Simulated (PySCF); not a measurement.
PySCF 2.14 output of an unrestricted PBE0 calculation on a single atom or ion in aug-cc-pCVTZ-DK with one added diffuse shell each of s, p, d, f type (8s7p5d3f, 75 functions), with the spin-free X2C one-electron Hamiltonian (Gaussian nucleus):

```
SCF conv_tol = 1e-09
number electrons alpha = 4  beta = 2
    C. Adamo and V. Barone.,  J. Chem. Phys. 110, 6158 (1999)
    M. Ernzerhof and G. E. Scuseria.,  J. Chem. Phys. 110, 5029 (1999)
cycle= 1 E= -37.4605991801531  delta_E= -0.00337  |g|= 0.0109  |ddm|= 0.13
cycle= 2 E= -37.4606588425113  delta_E= -5.97e-05  |g|= 0.00177  |ddm|= 0.0132
cycle= 3 E= -37.4606609031854  delta_E= -2.06e-06  |g|= 0.000157  |ddm|= 0.0028
cycle= 4 E= -37.4606609156936  delta_E= -1.25e-08  |g|= 2.41e-05  |ddm|= 0.00047
cycle= 5 E= -37.4606609159215  delta_E= -2.28e-10  |g|= 1.28e-06  |ddm|= 5.02e-05
converged SCF energy = -37.4606609159215  <S^2> = 2.0026347  2S+1 = 3.0017559
```

The run itself started from symmetry-adapted Hartree-Fock orbitals and held the occupation by maximum overlap, on a logarithmic radial grid, so the iterations belong to that start.

Task: Which element, charge and spin multiplicity is this?

Result: C (carbon, neutral), multiplicity 3; the state was [He] 2s2 2p1 3d1, one real determinant (an excited configuration).

⟨L²⟩ = 8.01 against 12 for a pure F term, so this real determinant mixes terms. The outer electron is Rydberg-like, and this basis confines it to a smaller radius and binds it less than a complete one would.
